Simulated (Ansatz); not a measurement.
Relaxation of VF3 with UKS r2SCAN-D4/def2-TZVP.

```sh
$ ansatz run in.yaml --threads 4 --pin off --events-out ev --progress --plain --max-ram 3916MiB
```

```yaml
crystal:
  periodic: [false, false, false]
  atoms:
    - {symbol: V, position_ang: [0.085820, -0.153370, 0.001660]}
    - {symbol: F, position_ang: [1.649550, 0.138890, 0.011130]}
    - {symbol: F, position_ang: [-0.752370, 1.346910, -0.015480]}
    - {symbol: F, position_ang: [-0.983000, -1.332430, 0.002700]}
basis:
  gaussian: {orbitals: def2-TZVP}
magnetization: {spin_polarized: true, initial_magnetization: 2}
hamiltonian: {xc: r2scan, dispersion: d4}
scf: {lower_state_search: "off"}
output: {orbitals: {seedname: orbitals}}
relax: {f_tol: 0.02, max_steps: 100}
```

Hardware: 4 threads of Intel Xeon Platinum 8488C on a shared host. Wall time 21 s.

Positions (Å) and forces (eV/Å) at steps 1, 2, 3, 4, 5, 6, 7, 8, 9, 10, 11, 12, 13, 15 of 15:

```xyz
4
step=1 energy=-33841.5488 eV
V     0.086   -0.153    0.002   -1.911    3.358   -0.040
F     1.650    0.139    0.011    6.992    0.778    0.046
F    -0.752    1.347   -0.015   -0.775    1.387   -0.016
F    -0.983   -1.332    0.003   -4.306   -5.523    0.010
4
step=2 energy=-33842.3325 eV
V     0.076   -0.136    0.003   -0.958    1.690   -0.016
F     1.723    0.142    0.011    2.625    0.095    0.016
F    -0.775    1.387   -0.016   -0.219    0.391   -0.004
F    -1.024   -1.393    0.002   -1.448   -2.176    0.003
4
step=3 energy=-33842.5232 eV
V     0.003   -0.006   -0.002    0.481   -0.938    0.015
F     1.744   -0.014    0.014   -0.010    0.222   -0.004
F    -0.845    1.512   -0.017   -0.309    0.580   -0.007
F    -0.902   -1.493    0.005   -0.162    0.136   -0.004
4
step=4 energy=-33842.5378 eV
V     0.044   -0.081    0.087   -0.214    0.395   -0.188
F     1.765    0.087   -0.017    0.205   -0.068    0.058
F    -0.810    1.453   -0.045    0.063   -0.107    0.074
F    -0.999   -1.459   -0.025   -0.053   -0.221    0.057
4
step=5 energy=-33842.5115 eV rejected
V     0.035   -0.067   -0.107   -0.120    0.166    0.422
F     1.785    0.068    0.053   -0.678   -0.074   -0.149
F    -0.828    1.488    0.009    0.365   -0.627   -0.125
F    -0.993   -1.489    0.044    0.433    0.535   -0.148
4
step=6 energy=-33842.5450 eV
V     0.013   -0.028    0.012    0.161   -0.558   -0.018
F     1.753    0.017    0.010   -0.015    0.149    0.008
F    -0.834    1.501   -0.024   -0.105    0.291    0.001
F    -0.932   -1.490    0.002   -0.042    0.119    0.009
4
step=7 energy=-33842.5517 eV
V     0.011   -0.039    0.012   -0.058   -0.403   -0.022
F     1.751    0.032    0.011    0.038    0.130    0.007
F    -0.822    1.501   -0.025    0.006    0.189    0.004
F    -0.941   -1.494    0.002    0.015    0.084    0.010
4
step=8 energy=-33842.4971 eV rejected
V    -0.036   -0.131    0.022    0.451    1.827   -0.085
F     1.700    0.166    0.011   -0.400   -0.420    0.025
F    -0.680    1.535   -0.039    0.110   -1.019    0.049
F    -0.984   -1.570    0.006   -0.160   -0.388    0.011
4
step=9 energy=-33842.5571 eV
V    -0.011   -0.078   -0.044   -0.048    0.462    0.118
F     1.733    0.088    0.032   -0.213   -0.069   -0.041
F    -0.763    1.521   -0.013    0.193   -0.405   -0.040
F    -0.960   -1.532    0.025    0.068    0.012   -0.037
4
step=10 energy=-33842.5583 eV
V    -0.010   -0.066    0.030   -0.105    0.213   -0.090
F     1.740    0.073    0.007   -0.271   -0.018    0.024
F    -0.777    1.525   -0.035    0.222   -0.368    0.036
F    -0.953   -1.532   -0.003    0.155    0.173    0.029
4
step=11 energy=-33842.5625 eV
V    -0.006   -0.063    0.002   -0.143    0.118   -0.007
F     1.738    0.068    0.015   -0.107    0.014    0.000
F    -0.781    1.519   -0.025    0.162   -0.206    0.005
F    -0.951   -1.524    0.007    0.088    0.074    0.001
4
step=12 energy=-33842.5663 eV
V    -0.034   -0.065    0.000    0.104    0.254   -0.002
F     1.712    0.076    0.015   -0.097   -0.034   -0.001
F    -0.747    1.538   -0.025    0.038   -0.133    0.002
F    -0.931   -1.548    0.010   -0.045   -0.087    0.001
4
step=13 energy=-33842.5671 eV
V    -0.036   -0.058    0.000    0.051    0.079    0.000
F     1.710    0.067    0.014   -0.027   -0.003    0.000
F    -0.750    1.539   -0.024    0.008   -0.025    0.000
F    -0.924   -1.548    0.010   -0.032   -0.052    0.000
4
step=15 energy=-33842.5672 eV
V    -0.035   -0.058    0.000    0.000    0.002    0.000
F     1.710    0.068    0.014    0.001    0.000    0.000
F    -0.749    1.538   -0.024    0.000    0.000    0.000
F    -0.925   -1.549    0.010   -0.001   -0.002    0.000
```

The relaxation made no stability test and no search for a lower SCF solution.
